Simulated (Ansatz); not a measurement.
Saddle point of AlSiH$_{7}$O$_{3}$F, doublet (AlSiH₃OF ([F][Al][O][SiH3]) + H₂O + H₂O → AlHOF ([OH][Al][F]) + SiH₄O ([OH][SiH3]) + H₂O (still joined by a long Al–O bond); bonds formed: O2–H7, H5–O8; dative contacts that become bonds: Al1–O6; bonds broken: H5–O6, H7–O8; bonds weakened to dative contacts: Al1–O2), PBE0-D4/def2-TZVP structure:

Al1  (-1.488, 0.686, -0.448)
O2  (0.030, -0.374, -0.412)
Si3  (0.255, -1.962, -0.842)
F4  (-2.650, -0.071, 0.488)
H5  (0.502, 1.680, 0.872)
O6  (-0.750, 2.034, 0.520)
H7  (0.886, 0.247, 0.242)
O8  (1.404, 1.058, 0.905)
H9  (0.089, -2.849, 0.335)
H10  (-0.732, -2.313, -1.891)
H11  (1.637, -2.102, -1.370)
H12  (-1.302, 2.471, 1.171)
H13  (2.118, 1.495, 0.431)
(Å)

Energies are electronic, without zero-point energy. Barriers and step energies count from the start structure reached by relaxing down the imaginary mode; all methods use the PBE0-D4 structures, on which another method's saddle can fall below an end. Computed with Ansatz 0.2.0 (basis: def2-TZVPP, with def2-QZVPP for the basis limit); correlated methods freeze the cores; orbitals are unrestricted. B3LYP uses VWN-RPA correlation. Extrapolation: Hartree–Fock as exp(−7.88 √X), correlation as X^−2.97.

| method | barrier (kcal/mol) | step energy (kcal/mol) |
| --- | --- | --- |
| SPW92 | 0.13 | 2.22 |
| PBE-D4 | 5.01 | 3.29 |
| BLYP-D4 | ? | 3.13 |
| r2SCAN-D4 | 6.09 | 3.81 |
| B97M-V | 10.50 | 4.91 |
| PBE0-D4 | 6.96 | 3.95 |
| B3LYP-D4 | 7.91 | 3.65 |
| r2SCAN0-D4 | 7.50 | 4.21 |
| BHLYP-D4 | 10.36 | 4.21 |
| CAM-B3LYP-D4 | 7.78 | 3.62 |
| wB97X-V | ? | 3.83 |
| wB97M-V | ? | 3.82 |
| B2PLYP | 8.70 | 4.24 |
| PBE-QIDH | 8.30 | 4.48 |
| RPA on PBE | 9.02 | 4.22 |
| HF | 16.76 | 6.17 |
| MP2 | 8.15 | 4.27 |
| CCSD | 10.46 | 4.54 |
| CCSD(T) | 9.26 | 4.32 |

Q: Fill in the withheld barriers. (To be estimated.)

A: Computed: BLYP-D4 6.57; wB97X-V 8.61; wB97M-V 9.18 kcal/mol. Each is the energy of the saddle less that of the start structure, by the same method.

For comparison, the barrier by CCSD(T) at an estimated basis limit (MP2 extrapolated from triple and quadruple zeta, plus CCSD(T) − MP2 in triple zeta) is 9.59 kcal/mol.

T1 diagnostic: at most 0.013. ⟨S²⟩ of the unrestricted Hartree–Fock references: 0.75 (a pure state has 0.75).

Labels in which every atom is bracketed show which atoms are joined, not bond orders.

For scale, one of the runs: CCSD(T)/def2-TZVPP, 306 basis functions, launched by `ansatz run in.yaml --threads 4 --pin off --events-out ev --progress --plain --max-ram 66560MiB --backend cuda --devices 0, --max-vram 37GiB`. Time: 23 s of wall clock on 4 CPU threads of an AMD EPYC 7R13 and a share of one NVIDIA H100; the host was shared. Peak host memory: 1.3 GiB.
